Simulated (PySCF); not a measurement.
**Frontier levels across methods**

1,1,1-trifluoro-2,3-epoxypropane, C3H3F3O.
Geometry (PBE0-D3(BJ)/def2-SVP, Å), atoms numbered from 1 in this order:
```
atom  x, y, z in Å
F1    -1.482    0.966    0.480
C2    -1.150   -0.004   -0.370
F3    -1.579    0.348   -1.581
F4    -1.804   -1.112   -0.012
C5     0.334   -0.265   -0.381
C6     1.172    0.123    0.751
O7     1.148    0.869   -0.448
H8     0.611   -1.114   -1.019
H9     0.712    0.609    1.619
H10    2.090   -0.443    0.944
```

Basis pcSseg-2 throughout (PySCF), one geometry. Geometry: PBE0-D3(BJ)/def2-SVP; no solvent, vibrations or thermal averaging.

Problem. How do the orbital energies, the gap and the dipole change with the method?

Solution. 
```json
{"method": "BLYP", "kind": "GGA", "HOMO (eV)": "-6.96", "LUMO (eV)": "-0.08", "gap (eV)": "6.88", "μ (D)": "2.37", "SCF cycles": "15"}
{"method": "OPBE", "kind": "GGA", "HOMO (eV)": "-6.98", "LUMO (eV)": "-0.01", "gap (eV)": "6.97", "μ (D)": "2.24", "SCF cycles": "16"}
{"method": "KT3", "kind": "GGA", "HOMO (eV)": "-7.24", "LUMO (eV)": "-0.25", "gap (eV)": "6.99", "μ (D)": "2.33", "SCF cycles": "16"}
{"method": "B97-2", "kind": "global hybrid", "HOMO (eV)": "-8.47", "LUMO (eV)": "0.68", "gap (eV)": "9.15", "μ (D)": "2.47", "SCF cycles": "14"}
{"method": "PBE0", "kind": "global hybrid", "HOMO (eV)": "-8.77", "LUMO (eV)": "0.66", "gap (eV)": "9.43", "μ (D)": "2.49", "SCF cycles": "14"}
{"method": "mPW1PW91", "kind": "global hybrid", "HOMO (eV)": "-8.81", "LUMO (eV)": "0.59", "gap (eV)": "9.40", "μ (D)": "2.50", "SCF cycles": "14"}
{"method": "BHandHLYP", "kind": "global hybrid", "HOMO (eV)": "-10.49", "LUMO (eV)": "1.09", "gap (eV)": "11.58", "μ (D)": "2.69", "SCF cycles": "13"}
{"method": "wB97X-D", "kind": "range-separated hybrid", "HOMO (eV)": "-10.69", "LUMO (eV)": "2.34", "gap (eV)": "13.03", "μ (D)": "2.52", "SCF cycles": "14"}
```

The HOMO spans 3.73 eV, from BLYP down to wB97X-D, and the gap runs from 6.88 eV (BLYP) to 13.03 eV (wB97X-D). Over the methods BLYP (0 %), OPBE (0 %), KT3 (0 %), B97-2 (21 %), PBE0 (25 %), mPW1PW91 (25 %), BHandHLYP (50 %), a straight line through the gap against the share of exact exchange rises by 0.94 eV for each 10 % (correlation coefficient 0.998). The dipole ranges from 2.24 D (OPBE) to 2.69 D (BHandHLYP). This basis has no diffuse functions.
